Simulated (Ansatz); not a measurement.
`FC([SiH3])[SeH]` and `OC(F)[SiH3]` differ in one element.

Ansatz, PBE0-D4/def2-TZVP geometries, multiplicity 1. Each molecule was computed in one conformer, which needn't be the lowest.

Scalar relativity is left out up to krypton.

```tsv
property	`FC([SiH3])[SeH]`
size of the dipole moment (PBE/def2-TZVPP) / D	1.19
HOMO–LUMO gap (ωB97M-V/def2-TZVPP) / eV	10.69
size of the dipole moment (B3LYP/def2-TZVPP) / D	1.35
HOMO–LUMO gap (B3LYP/def2-TZVPP) / eV	6.24
HOMO–LUMO gap (PBE0/def2-TZVPP) / eV	6.71
HOMO energy (ωB97M-V/def2-TZVPP) / eV	-9.36
```

(1) What does the change do to each property? (Estimate.)

Answers

(1) Ansatz gave: 
```csv
property,`OC(F)[SiH3]`,shift
size of the dipole moment (PBE/def2-TZVPP) / D,1.69,0.50
HOMO–LUMO gap (ωB97M-V/def2-TZVPP) / eV,12.86,2.17
size of the dipole moment (B3LYP/def2-TZVPP) / D,1.75,0.40
HOMO–LUMO gap (B3LYP/def2-TZVPP) / eV,8.47,2.23
HOMO–LUMO gap (PBE0/def2-TZVPP) / eV,8.98,2.27
HOMO energy (ωB97M-V/def2-TZVPP) / eV,-10.82,-1.46
```

With PBE0 the HOMO falls by 1.33 eV and the LUMO rises by 0.94 eV, so the gap widens by about 2.27 eV. PBE moves the HOMO by -0.96 eV and ωB97M-V by -1.46 eV. Dipoles are sizes alone; their direction can turn.

B3LYP here is the variant with VWN-RPA as its local correlation; programs differ in this.

Spin–orbit coupling is left out; it splits and shifts lone-pair levels of the heavy atoms by tenths of an eV.
